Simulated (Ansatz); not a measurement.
# Abstraction of Cl: GeH(CH3)2Cl + C2H5Sn → GeH(CH3)2 + C2H5ClSn

Species: GeH(CH3)2Cl, singlet; C2H5Sn `C=[CH][SnH2]`, doublet; GeH(CH3)2, doublet; C2H5ClSn `C=[CH][SnH2][Cl]`, singlet. A radical takes Cl: the energy is the difference in strength between the Ge–Cl bond broken and the Sn–Cl bond made.

Shapes, held fixed at every level: PBE0-D4/def2-TZVP. Flexible molecules stand in one conformer, not always the lowest. Programs: Ansatz 0.2.0. The zero-point and thermal change to 298 K, harmonic and unscaled (PBE0-D4/def2-TZVP), is +0.1 kJ/mol.

| level | kind | ΔH(298 K) (kJ/mol) | less CCSD(T)/def2-TZVPP |
| --- | --- | --- | --- |
| MP2/def2-TZVPP | perturbation theory | +32.5 | -10.8 |
| B3LYP-D4/def2-TZVPP | global hybrid | +40.7 | -2.6 |
| PBE0-D4/def2-TZVPP | global hybrid | +41.1 | -2.2 |
| B2PLYP/def2-TZVPP | double hybrid | +40.4 | -2.9 |
| CCSD/def2-SVP | coupled cluster or CI | +40.5 | -2.8 |
| CCSD/def2-TZVPP | coupled cluster or CI | +43.0 | -0.3 |
| CCSD(T)/def2-TZVPP | coupled cluster or CI | +43.3 | 0.0 |

The highest level, CCSD(T)/def2-TZVPP, gives ΔH(298 K) = +43.3 kJ/mol; the levels span +32.5 to +43.3. The column of differences is taken from that level and isn't an error. No measured value is set beside it here. Spin contamination: C2H5Sn (⟨S²⟩ up to 0.83). Open shells run unrestricted. For atoms past krypton def2 sets carry core potentials with scalar relativity. Relativity is left out for Ge. Outer-core shells of Ge, Sn are correlated, in sets that cover them unevenly.
